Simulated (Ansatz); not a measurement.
One change: `NC(F)(F)S` becomes `NC(F)(F)[SiH3]`.

Ansatz, PBE0-D4/def2-TZVP geometries, multiplicity 1. Each molecule was computed in one conformer, which needn't be the lowest.

```json
{"property": "LUMO energy (B3LYP/def2-TZVPP) / eV", "`NC(F)(F)S`": "-0.35"}
{"property": "size of the dipole moment (PBE/def2-TZVPP) / D", "`NC(F)(F)S`": "1.73"}
{"property": "HOMO energy (PBE0/def2-TZVPP) / eV", "`NC(F)(F)S`": "-7.70"}
{"property": "ideal-gas entropy at 298 K and 1 bar (rigid rotor, harmonic PBE0-D4/def2-TZVP) / J/(mol·K)", "`NC(F)(F)S`": "316"}
{"property": "LUMO energy (ωB97M-V/def2-TZVPP) / eV", "`NC(F)(F)S`": "1.80"}
{"property": "HOMO–LUMO gap (ωB97M-V/def2-TZVPP) / eV", "`NC(F)(F)S`": "11.79"}
```

(1) Give the same properties after the change, and the shifts. (An estimate is asked.)

## Answers

(1) The calculation gave: 
```
                                                                                  property  `NC(F)(F)[SiH3]`  shift
                                                       LUMO energy (B3LYP/def2-TZVPP) / eV             -0.08   0.27
                                            size of the dipole moment (PBE/def2-TZVPP) / D              2.71   0.98
                                                        HOMO energy (PBE0/def2-TZVPP) / eV             -7.71  -0.01
ideal-gas entropy at 298 K and 1 bar (rigid rotor, harmonic PBE0-D4/def2-TZVP) / J/(mol·K)               333     17
                                                     LUMO energy (ωB97M-V/def2-TZVPP) / eV              1.74  -0.06
                                                   HOMO–LUMO gap (ωB97M-V/def2-TZVPP) / eV             11.77  -0.02
```

The zero-point energy changes by 39.6 kJ/mol with +6 modes. Dipoles are sizes alone; their direction can turn.

B3LYP here is the variant with VWN-RPA as its local correlation; programs differ in this.
